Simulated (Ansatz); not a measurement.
`ClCCI` + `C[CH2][AlH2]` → `C[CH]([AlH2])CCl` + `CI`  (formal exchange of groups at a C–C bond)

Calculated with Ansatz (gas phase, PBE0-D4/def2-TZVP geometries, no zero-point term in ΔE). CCSD(T)/CBS adds triple-zeta CCSD(T) − MP2 to the extrapolated MP2 energy (def2 sets, frozen cores). DFT in def2-TZVPP. def2 core potentials past Kr. For I outer-core shells are correlated without core-valence functions, which leaves a few kJ/mol of doubt a bond. One conformer a species, not always the lowest.

```json
{"level": "PBE-D4", "ΔE (kJ/mol)": "1.5", "difference from CCSD(T)/CBS": "-1.7"}
{"level": "PBE0-D4", "ΔE (kJ/mol)": "1.7", "difference from CCSD(T)/CBS": "-1.5"}
{"level": "B2PLYP", "ΔE (kJ/mol)": "4.4", "difference from CCSD(T)/CBS": "1.2"}
{"level": "r2SCAN", "ΔE (kJ/mol)": "2.4", "difference from CCSD(T)/CBS": "-0.8"}
{"level": "CCSD(T)/def2-TZVPP", "ΔE (kJ/mol)": "2.7", "difference from CCSD(T)/CBS": "-0.5"}
{"level": "HF/def2-QZVPP", "ΔE (kJ/mol)": "6.5", "difference from CCSD(T)/CBS": "3.3"}
{"level": "MP2/def2-QZVPP", "ΔE (kJ/mol)": "3.9", "difference from CCSD(T)/CBS": "0.7"}
{"level": "SCS-MP2/def2-QZVPP", "ΔE (kJ/mol)": "4.7", "difference from CCSD(T)/CBS": "1.5"}
{"level": "HF/CBS(def2)", "ΔE (kJ/mol)": "6.5", "difference from CCSD(T)/CBS": "3.3"}
{"level": "MP2/CBS(def2)", "ΔE (kJ/mol)": "4.2", "difference from CCSD(T)/CBS": "1.0"}
{"level": "CCSD(T)/CBS", "ΔE (kJ/mol)": "3.2", "difference from CCSD(T)/CBS": "0"}
```

Largest T1 diagnostic among the species: 0.010.

The D4 term adds −3.4 kJ/mol with B3LYP and −2.0 kJ/mol with PBE0; it sums over pairs of atoms, weighted by their polarisabilities, and B3LYP, whose exchange is more repulsive, gets the larger term.

B3LYP here is the variant with VWN-RPA as its local correlation; programs differ in this.
